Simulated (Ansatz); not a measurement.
Born–Oppenheimer molecular dynamics of CH$_{7}$NSSi$_{2}$ (12 atoms, charge 0, multiplicity 1). It starts from a relaxed structure.

Computed with Ansatz 0.2.0, RKS PBE0/STO-3G.

```yaml
ensemble: NVT, Nosé–Hoover chain
time_step: 0.5 fs
steps_asked: 250
set_temperature: 1000 K
thermostat: time constant 20 fs, chain length 5
seed: 518331
```

Frames 5 fs apart, positions in Å, forces in eV/Å.

Velocities at 10.0 fs (Å/ps):

```
C -4.70 0.47 1.54
N 0.55 -3.56 0.44
Si 0.84 -0.40 -0.67
S -2.51 0.12 -0.91
Si 1.73 1.47 -0.96
H 17.84 35.05 17.58
H 32.48 -31.52 -24.26
H 2.53 -4.64 22.63
H 27.95 20.00 13.32
H -23.18 -9.11 18.57
H -3.86 1.02 2.85
H 2.92 -0.77 -1.00
```

```xyz
12
Properties=species:S:1:pos:R:3:forces:R:3 time_fs=10.0 energy_less_start_eV=0.915 T=335
C 0.325 -1.098 -0.309 2.67 1.96 0.45
N 0.513 -0.614 1.143 -0.96 -0.44 0.16
Si 0.408 1.188 1.223 2.09 -0.95 -5.97
S -0.995 1.801 -0.350 0.23 -0.28 0.75
Si -0.756 -0.021 -1.392 -0.07 0.61 0.58
H 0.094 -2.148 -0.409 -0.34 -0.77 0.47
H 1.346 -0.965 -0.737 -0.23 -0.47 0.17
H -0.262 -1.044 1.732 0.21 0.19 -0.46
H 0.088 1.757 2.416 -0.26 0.94 2.49
H 1.750 1.581 0.492 -1.85 -0.33 1.94
H -1.895 -0.804 -1.424 -1.99 -0.54 -0.27
H -0.370 0.125 -2.762 0.51 0.09 -0.31
12
Properties=species:S:1:pos:R:3:forces:R:3 time_fs=15.0 energy_less_start_eV=0.854 T=471
C 0.341 -1.071 -0.300 1.23 -2.71 0.72
N 0.509 -0.633 1.148 0.66 1.60 -0.46
Si 0.414 1.183 1.205 -3.91 -0.56 2.02
S -1.007 1.801 -0.351 0.48 -0.12 0.86
Si -0.750 -0.013 -1.396 -2.38 -1.08 -0.33
H 0.083 -2.189 -0.283 -0.38 1.73 -0.06
H 1.349 -1.143 -0.767 -0.02 0.60 0.39
H -0.215 -1.048 1.762 -0.76 -0.49 -0.13
H 0.233 1.878 2.588 0.05 -1.31 -2.01
H 1.587 1.546 0.715 3.79 1.30 -1.29
H -2.046 -0.800 -1.441 1.13 1.06 -0.18
H -0.304 0.129 -2.781 0.12 0.00 0.46
12
Properties=species:S:1:pos:R:3:forces:R:3 time_fs=20.0 energy_less_start_eV=0.654 T=757
C 0.382 -1.072 -0.274 0.10 -0.19 -0.16
N 0.509 -0.631 1.150 -0.22 1.01 0.69
Si 0.404 1.175 1.189 3.23 0.46 -2.08
S -1.017 1.799 -0.346 0.70 -0.02 0.92
Si -0.761 -0.011 -1.401 0.57 0.02 0.41
H -0.040 -2.051 -0.168 -0.51 -1.30 -0.51
H 1.384 -1.239 -0.736 -0.38 0.50 0.29
H -0.267 -1.113 1.709 0.53 0.68 -0.63
H 0.371 1.772 2.459 -1.00 0.20 1.27
H 1.874 1.678 0.833 -2.60 -1.04 0.05
H -2.052 -0.611 -1.507 -0.40 -0.38 -0.23
H -0.193 0.137 -2.722 -0.02 0.06 -0.01
12
Properties=species:S:1:pos:R:3:forces:R:3 time_fs=25.0 energy_less_start_eV=0.659 T=859
C 0.419 -1.089 -0.244 -3.59 -1.46 -0.48
N 0.512 -0.608 1.158 0.77 0.52 -0.57
Si 0.412 1.169 1.159 0.69 0.78 0.97
S -1.022 1.798 -0.334 0.66 -0.04 0.72
Si -0.770 -0.010 -1.403 1.15 0.26 0.56
H -0.240 -2.039 -0.163 2.22 0.85 -0.54
H 1.415 -1.242 -0.674 -0.01 -0.29 -0.34
H -0.296 -1.081 1.580 -0.82 0.18 1.12
H 0.301 1.659 2.533 -0.82 -0.18 -0.37
H 1.768 1.647 0.920 -0.23 -0.17 -0.68
H -2.121 -0.463 -1.640 0.14 -0.56 -0.10
H -0.074 0.160 -2.654 -0.16 0.10 -0.28
12
Properties=species:S:1:pos:R:3:forces:R:3 time_fs=30.0 energy_less_start_eV=0.657 T=947
C 0.403 -1.120 -0.224 0.37 1.98 -1.79
N 0.519 -0.580 1.163 -1.38 -1.79 0.18
Si 0.422 1.168 1.132 -1.61 1.27 2.92
S -1.022 1.795 -0.315 0.35 -0.17 0.27
Si -0.769 -0.007 -1.402 0.20 -0.21 -0.47
H -0.098 -2.043 -0.250 -0.61 -2.36 0.53
H 1.430 -1.286 -0.670 -1.10 0.50 0.24
H -0.389 -0.942 1.613 1.04 0.48 -0.05
H 0.053 1.540 2.596 0.50 -0.24 -2.24
H 1.719 1.619 0.844 1.10 0.58 -0.34
H -2.170 -0.441 -1.796 1.60 -0.05 0.48
H 0.009 0.206 -2.629 -0.46 -0.01 0.26
12
Properties=species:S:1:pos:R:3:forces:R:3 time_fs=35.0 energy_less_start_eV=1.263 T=558
C 0.364 -1.138 -0.231 -1.81 -2.64 -0.28
N 0.512 -0.574 1.166 0.38 -0.70 -0.85
Si 0.423 1.175 1.122 4.13 1.25 -3.52
S -1.020 1.792 -0.293 -0.15 -0.33 -0.43
Si -0.763 -0.004 -1.401 2.53 0.37 1.21
H 0.083 -2.293 -0.241 -0.14 2.82 0.50
H 1.349 -1.238 -0.677 0.88 0.81 -0.30
H -0.365 -0.744 1.694 -0.66 -1.16 0.10
H -0.157 1.399 2.315 -0.57 1.28 3.14
H 1.903 1.715 0.698 -2.97 -0.79 1.24
H -1.963 -0.469 -1.884 -1.93 -0.99 -0.39
H 0.011 0.259 -2.574 0.32 0.08 -0.43
12
Properties=species:S:1:pos:R:3:forces:R:3 time_fs=40.0 energy_less_start_eV=1.432 T=490
C 0.305 -1.181 -0.248 2.74 5.21 -0.17
N 0.503 -0.584 1.160 -0.69 -0.43 -0.08
Si 0.445 1.193 1.096 -6.25 -1.59 3.81
S -1.018 1.785 -0.273 -0.64 -0.30 -1.15
Si -0.742 -0.001 -1.395 -1.20 -1.34 -1.10
H 0.171 -2.201 -0.132 -1.01 -3.01 -0.20
H 1.347 -1.012 -0.710 -1.42 -0.82 0.65
H -0.379 -0.759 1.743 0.50 -0.62 -0.77
H -0.350 1.479 2.418 2.22 0.11 -1.60
H 1.598 1.702 0.778 4.62 2.14 -0.69
H -1.991 -0.645 -1.988 1.18 0.86 0.96
H 0.059 0.321 -2.577 -0.05 -0.20 0.34
12
Properties=species:S:1:pos:R:3:forces:R:3 time_fs=45.0 energy_less_start_eV=1.092 T=825
C 0.274 -1.167 -0.259 -0.43 -1.20 2.04
N 0.487 -0.600 1.149 0.10 -0.01 -0.64
Si 0.438 1.206 1.091 2.47 0.67 0.18
S -1.022 1.777 -0.261 -0.93 -0.26 -1.40
Si -0.726 -0.007 -1.396 -0.14 -0.09 -0.13
H 0.096 -2.333 -0.092 0.23 3.03 -1.21
H 1.224 -0.946 -0.683 1.97 -1.04 -0.86
H -0.353 -0.931 1.677 -0.29 0.29 0.43
H -0.127 1.621 2.310 0.12 0.39 1.28
H 1.825 1.953 0.837 -2.30 -1.67 0.43
H -1.861 -0.685 -1.924 -0.80 0.11 -0.14
H 0.111 0.344 -2.528 0.00 -0.22 0.04
12
Properties=species:S:1:pos:R:3:forces:R:3 time_fs=50.0 energy_less_start_eV=0.830 T=1122
C 0.257 -1.142 -0.246 4.48 3.63 -1.81
N 0.469 -0.618 1.129 0.07 0.37 0.56
Si 0.441 1.221 1.093 1.50 0.60 2.44
S -1.032 1.765 -0.259 -0.83 -0.09 -1.04
Si -0.711 -0.014 -1.397 -0.33 0.36 0.24
H -0.004 -2.131 -0.265 -1.44 -3.52 0.29
H 1.314 -1.140 -0.749 -1.84 -0.13 0.99
H -0.341 -1.036 1.665 0.16 0.81 0.31
H 0.195 1.848 2.409 -0.57 -0.86 -0.45
H 1.759 1.940 0.938 -0.83 -1.35 -0.77
H -1.884 -0.693 -1.873 -0.39 0.22 -0.20
H 0.168 0.319 -2.477 0.02 -0.04 -0.55
12
Properties=species:S:1:pos:R:3:forces:R:3 time_fs=55.0 energy_less_start_eV=1.106 T=1005
C 0.292 -1.096 -0.257 -3.23 -4.45 -0.82
N 0.454 -0.628 1.117 0.75 1.81 1.51
Si 0.450 1.237 1.113 -1.59 -1.08 3.26
S -1.050 1.753 -0.265 -0.33 0.11 -0.43
Si -0.698 -0.018 -1.399 -1.01 0.76 -1.56
H -0.279 -2.157 -0.391 1.44 2.69 1.34
H 1.225 -1.367 -0.696 1.72 0.28 -0.54
H -0.322 -0.984 1.730 -0.11 0.07 -0.32
H 0.374 1.926 2.496 -0.74 -1.33 -1.68
H 1.702 1.710 0.845 2.36 0.44 -1.38
H -2.000 -0.656 -1.868 1.50 0.79 0.45
H 0.210 0.276 -2.522 -0.75 -0.10 0.17
12
Properties=species:S:1:pos:R:3:forces:R:3 time_fs=60.0 energy_less_start_eV=1.676 T=673
C 0.298 -1.109 -0.286 2.56 0.92 0.77
N 0.450 -0.608 1.127 1.00 2.06 0.42
Si 0.454 1.243 1.152 4.21 -2.55 -5.88
S -1.071 1.740 -0.274 0.34 0.21 0.35
Si -0.688 -0.014 -1.410 2.30 2.58 0.14
H -0.377 -1.876 -0.249 -1.72 -3.81 0.51
H 1.308 -1.524 -0.672 -1.85 1.06 0.46
H -0.340 -0.913 1.739 -0.43 -0.50 -0.40
H 0.389 1.779 2.370 -0.51 1.43 3.38
H 2.013 1.549 0.513 -3.77 -0.43 1.52
H -1.901 -0.493 -1.800 -2.19 -1.26 -0.70
H 0.111 0.218 -2.570 0.07 0.29 -0.59
12
Properties=species:S:1:pos:R:3:forces:R:3 time_fs=65.0 energy_less_start_eV=1.518 T=882
C 0.303 -1.136 -0.294 -5.37 -0.98 4.11
N 0.461 -0.556 1.148 -0.49 -0.84 -0.07
Si 0.485 1.232 1.160 -3.93 -0.46 2.30
S -1.090 1.729 -0.281 0.74 0.45 0.83
Si -0.668 0.008 -1.425 -1.94 -0.06 -1.57
H -0.510 -1.982 -0.014 2.86 1.42 -1.61
H 1.217 -1.528 -0.631 1.85 -0.92 -0.90
H -0.415 -0.917 1.638 0.68 0.45 -0.14
H 0.307 1.791 2.642 0.57 -0.80 -2.83
H 1.624 1.313 0.449 3.19 1.31 -1.10
H -2.058 -0.509 -1.814 1.81 0.26 0.54
H -0.004 0.214 -2.714 0.04 0.16 0.44
```

Of the whole run (125 fs, mean temperature of the second half 1063 K): The conserved energy stayed within 2.1 meV per atom of its start (net change 0.8 meV per atom), so the integration is sound. A run of 0.12 ps of so small a system gives no equilibrium averages. Limits of this set-up: minimal basis.

The run took 5.1 min on 1 CPU thread of a shared host.
